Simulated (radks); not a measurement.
All-electron atom: neutral selenium in [Ar] 3d10 4s2 4p3 4f1 (not the ground configuration). Method: scalar-relativistic Kohn-Sham, PBE, spin-polarised, spherical densities, finite nucleus; open shells are filled with parallel spins first; Fermi nuclear charge, rms radius 4.14 fm; computed with a radial shooting solver on a logarithmic mesh with Libxc functionals.

Normalised radial functions P(r) = r R(r), r in bohr:

```
   r/bohr * 3d down, o 4p up, + 4f up (the largest magnitude, 1.24, reaches the edge; | marks zero, & curves that meet)
 0.002057                             &
 0.002878                             &
 0.003995                             &
 0.005591                             &
 0.007761                             &
  0.01077                             &
  0.01508                             &
  0.02093                             &o
  0.02929                             &o
  0.04065                             +*o
  0.05643                             +* o
  0.07897                             +  *o
   0.1096                             +   o *
   0.1534                             +  o      *
    0.213                             &                *
   0.2956                        o    +                      *
   0.4137                      o      +                          *
   0.5743                        o    +                         *
   0.8036                             + o                 *
    1.116                             +          o*
    1.549                             +    *          o
    2.167                             +*             o
    3.008                             &         o
    4.209                             *+  o
    5.843                             *&
    8.112                             & +
    11.35                             &    +
    15.76                             &      +
    22.05                             &   +
    30.61                             &+
    42.49                             &
```

3d down: eigenvalue -61.345 eV, 0 radial nodes, <r> = 0.628 bohr, 90 % of the charge inside 1.04 bohr. 4p up: eigenvalue -14.628 eV, 2 radial nodes at r = 0.208, 0.738 bohr, <r> = 2.10 bohr, 90 % of the charge inside 3.17 bohr. 4f up: eigenvalue -0.480 eV, 0 radial nodes, <r> = 16.7 bohr, 90 % of the charge inside 22.8 bohr.
